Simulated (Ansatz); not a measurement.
Cartesian coordinates in Å:
```
O -2.386 -0.606 0.855
Si -1.524 -1.145 -0.436
N -0.320 -0.016 -0.960
Si 0.974 0.526 -0.001
O 0.535 -0.017 1.489
O 2.453 -0.081 -0.335
O 1.178 2.149 -0.108
H -1.843 -0.427 1.627
H -0.873 -2.435 -0.095
H -2.490 -1.310 -1.548
H -0.451 0.402 -1.868
H 1.253 -0.267 2.072
H 3.095 0.535 -0.689
H 0.397 2.693 -0.002
```

The species carries charge 0 and has multiplicity 1.

Task: List the r2SCAN/def2-TZVPP orbital energies in eV (the Gaussian-basis code of Ansatz). (An estimate is asked.)

Result: Ansatz gave: Occupied: -1792.31, -1791.33, -516.08, -515.96, -515.84, -515.40, -384.70, -142.51, -141.65, -97.40, -97.39, -97.35, -96.53, -96.52, -96.49, -27.18, -26.48, -26.26, -26.03, -22.05, -14.97, -14.05, -13.73, -13.47, -12.16, -11.60, -10.19, -9.98, -9.63, -9.23, -9.13, -8.81, -8.31, -8.23, -8.02, -7.40, -6.71. Lowest empty: 0.02, 0.78, 1.26, 1.40, 1.49, 2.26, 2.31, 2.65.
